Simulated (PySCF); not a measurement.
Bonds (- single, = double, # triple, : aromatic): C1=C2, C2-C3, C3-N4, N4-Si5, N4-N6, N6=C7, C7-C8. C1 carries H9, H10; C2 carries H11; C3 carries H12, H13; Si5 carries H14, H15, H16; C7 carries H17; C8 carries H18, H19, H20. Stereochemistry as in C=CCN([SiH3])/N=C/C. H10 is cis to C3; H9 is trans to C3.

- coordinates at the PBE0-D3(BJ)/def2-SVP level
- shielding tensors at CAM-B3LYP/pcSseg-1 (GIAO)
- code: PySCF
- non-relativistic, fast rotation and ring inversion assumed for equivalent nuclei, gas phase, a single conformation

Predict the 2D correlation tables (HSQC, COSY, HMBC).

Answers



HSQC (one-bond C–H):
```csv
δH,δC
6.58 (H17),135.7 (C7)
6.11 (H11),151.1 (C2)
5.25 (H10),124.3 (C1)
5.16 (H9),124.3 (C1)
3.69 (H12/H13),63.4 (C3)
1.99 (H18/H19/H20),21.7 (C8)
```

COSY cross peaks (H two or three bonds apart, from the bond graph; peaks can be absent where the dihedral angle is near 90°):
```csv
δH,δH
6.58 (H17),1.99 (H18/H19/H20)
6.11 (H11),5.25 (H10)
6.11 (H11),5.16 (H9)
6.11 (H11),3.69 (H12/H13)
5.25 (H10),5.16 (H9)
```

HMBC (two and three bonds, from the bond graph):
```csv
δH,δC
6.58 (H17),21.7 (C8)
6.11 (H11),"124.3 (C1), 63.4 (C3)"
5.25 (H10),"151.1 (C2), 63.4 (C3)"
5.16 (H9),"151.1 (C2), 63.4 (C3)"
4.41 (H14/H15/H16),63.4 (C3)
3.69 (H12/H13),"151.1 (C2), 124.3 (C1)"
1.99 (H18/H19/H20),135.7 (C7)
```

Chemical shifts δ = σref − σ; $^{1}$H, $^{13}$C vs TMS, all at this level.

Short H···H contacts in this conformer between protons four or more bonds apart (candidates for NOE cross peaks, intensity ∝ r⁻⁶): H10···H12 2.44 Å, H14···H17 2.51 Å, H12···H15 2.54 Å.

Shifts are as computed, not scaled to solution data. Of 1313 compounds with measured shifts, 239 miss one by over three times the rms of a fit or turn the order of signals round; such compounds aren't used in these exercises.
